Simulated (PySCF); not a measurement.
SMILES CB(C)[N](C)[GeH3] (C3H12BGeN), GFN2-xTB optimised geometry.

```
18

Ge    -2.03     0.07     0.00
N     -0.18     0.07     0.00
C      0.49    -0.73    -1.03
B      0.59     0.80     0.92
C     -0.16     1.65     2.04
C      2.17     0.79     0.84
H     -2.57    -0.67     1.19
H     -2.44    -0.64    -1.26
H     -2.56     1.47     0.00
H      1.15    -1.47    -0.57
H     -0.24    -1.25    -1.64
H      1.10    -0.09    -1.67
H      0.42     1.74     2.96
H     -1.13     1.24     2.30
H     -0.32     2.67     1.68
H      2.53     1.10    -0.14
H      2.57    -0.21     1.02
H      2.63     1.45     1.58
```

Density from PBE0/def2-SVP in PySCF at that geometry.

Minimum of the electron density along straight lines between bonded atoms, close to the bond critical point (lines longer than 1.1 times the sum of covalent radii, or with two minima, are not listed):

| bond | length / Å | ρ at the minimum / e bohr⁻³ | ∇²ρ there / e bohr⁻⁵ | position (fraction from the first atom) |
|---|---|---|---|---|
| Ge1–N2 | 1.848 | 0.136 | 0.39 | 0.46 |
| N2–C3 | 1.459 | 0.263 | -0.72 | 0.61 |
| N2–B4 | 1.404 | 0.203 | 0.77 | 0.67 |
| B4–C5 | 1.587 | 0.175 | -0.11 | 0.32 |
| B4–C6 | 1.589 | 0.174 | -0.12 | 0.32 |
| Ge1–H7 | 1.503 | 0.141 | 0.07 | 0.59 |
| Ge1–H8 | 1.502 | 0.141 | 0.07 | 0.59 |
| Ge1–H9 | 1.498 | 0.142 | 0.07 | 0.59 |
| C3–H10 | 1.091 | 0.279 | -1.04 | 0.63 |
| C3–H11 | 1.091 | 0.279 | -1.04 | 0.63 |
| C3–H12 | 1.092 | 0.278 | -1.04 | 0.63 |
| C5–H13 | 1.088 | 0.271 | -0.96 | 0.62 |
| C5–H14 | 1.092 | 0.268 | -0.92 | 0.62 |
| C5–H15 | 1.090 | 0.267 | -0.93 | 0.62 |
| C6–H16 | 1.089 | 0.268 | -0.93 | 0.62 |
| C6–H17 | 1.090 | 0.267 | -0.93 | 0.62 |
| C6–H18 | 1.087 | 0.273 | -0.97 | 0.62 |
